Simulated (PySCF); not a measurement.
Calibrating a computed proton affinity (−ΔH)

Energies: ωB97X-D3(BJ)/def2-TZVP (PySCF, density fitting, integration grid level 2) on PBE0-D3(BJ)/def2-SVP structures. Thermal corrections: PBE0-D3(BJ)/def2-SVP frequencies, unscaled, ideal gas at 298.15 K and 1 bar, quasi-RRHO entropy.

```tsv
molecule	computed / kJ/mol	measured / kJ/mol
methanethial, `C=S` (CH2S)	782	760
isobutyl mercaptan, `CC(C)CS` (C4H10S)	815	803
`C1CP1` (C2H5P)	832	?
phosphorin, `c1ccpcc1` (C5H5P)	839	818
ethenethione, `C=C=S` (C2H2S)	847	826
dimethylphosphine, `CPC` (C2H7P)	931	912
`CCP(CC)CC` (C6H15P)	1001	984
```

Question: Fit a straight line to the complete rows and predict the measured value of `C1CP1` (C2H5P).

Answer: measured = -25.2 + 1.008·computed (6 points, rms 3 kJ/mol, correlation 0.999). At 832 this gives 813 kJ/mol; the measured value is 802 kJ/mol, so the fit is off by 11.

Measured values: NIST Chemistry WebBook, evaluated or the median of agreeing entries.

`C1CP1` (C2H5P): the gap is larger than usual, and may come from another state, site, conformer or species, from the functional or basis, or from an outlying measurement.

(`C1CP1` (C2H5P)) Run with `OMP_NUM_THREADS=1 python redox_run.py task.json out` on 1 thread of Arm Neoverse V1, a shared host. Structures, frequencies and single points: 120 s of wall time.
